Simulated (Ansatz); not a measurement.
Pt₂Au⁻. Charge -1, multiplicity 3. Geometry PBE0-D4/def2-TZVP, that of the neutral doublet; atoms count from 1.

```xyz
3

Pt    1.4055   -0.3734    0.1012
Pt   -0.9478   -0.7274    0.8352
Au   -0.4577    1.1008   -0.9364
```

In the def2 sets Au, Pt take a core potential; there is no spin–orbit coupling. The structure comes from a short search, and lower isomers may exist.

Problem. Estimate the Mulliken populations from the PBE0/def2-TZVPD orbitals of Ansatz.

Solution. 
| atom | charge (e) | spin (α − β) | d electrons |
| --- | --- | --- | --- |
| Pt1 | -0.24 | 0.73 | 9.17 |
| Pt2 | -0.24 | 0.73 | 9.17 |
| Au3 | -0.51 | 0.55 | 9.74 |
Mulliken values and Mayer orders depend strongly on the basis. With diffuse functions, as here, like atoms can get unlike values, and bond orders can come out too low or too high.

Problem. Where does the spin sit?

Solution. Summed by element: Pt 1.45, Au 0.55, of 2 unpaired in all. Largest on single atoms: Pt1 0.73, Pt2 0.73, Au3 0.55.

Problem. And the Mayer bond orders between bonded heavy atoms (over 0.3)?

Solution. Pt1–Pt2 0.93 (2.49 Å); Pt1–Au3 0.73 (2.59 Å); Pt2–Au3 0.73 (2.59 Å).
